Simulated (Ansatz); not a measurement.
Consider the formal exchange of groups at the Se–Si bond: `[SeH][SiH2][TeH]` + `[CH3][AlH][CH3]` → `[CH3][Al]([CH3])[SeH]` + `[SiH3][TeH]`.

Computed with Ansatz on PBE0-D4/def2-TZVP structures; ΔE is electronic, products minus reactants. CCSD(T)/CBS is the MP2 limit (def2-TZVPP, def2-QZVPP) plus CCSD(T) − MP2 in def2-TZVPP, frozen cores. Functionals use def2-TZVPP. def2 core potentials past Kr. For Se, Te outer-core shells are correlated without core-valence functions, which leaves a few kJ/mol of doubt a bond. Scalar relativity is left out up to krypton. One conformer a species, not always the lowest.

(1) Is it downhill or uphill in electronic energy at CCSD(T)/CBS, and by how much? (Estimate.)

(2) What do these levels give: r2SCANh-D4, RPA@PBE/def2-TZVPP, MP2/def2-SVP, MP2/def2-TZVPP, HF/CBS(def2), CCSD/CBS(def2)? (Best estimate.)

Largest T1 diagnostic among the species: 0.011.

## Answers

(1) Computed: Downhill: ΔE = -72.9 kJ/mol.

(2) Ansatz gave: r2SCANh-D4 -74.9, RPA@PBE/def2-TZVPP -74.4, MP2/def2-SVP -79.0, MP2/def2-TZVPP -74.2, HF/CBS(def2) -78.6, CCSD/CBS(def2) -73.4 kJ/mol.

Leaving LDA and LC-ωPBE aside and taking each functional with its dispersion term where it has one, the values, not all of them listed here, spread over 13.6 kJ/mol, from r2SCAN0-D4 to B97M-V. At CCSD(T), def2-SVP lies −7.1 kJ/mol from the extrapolated value and def2-TZVPP −3.3 kJ/mol.
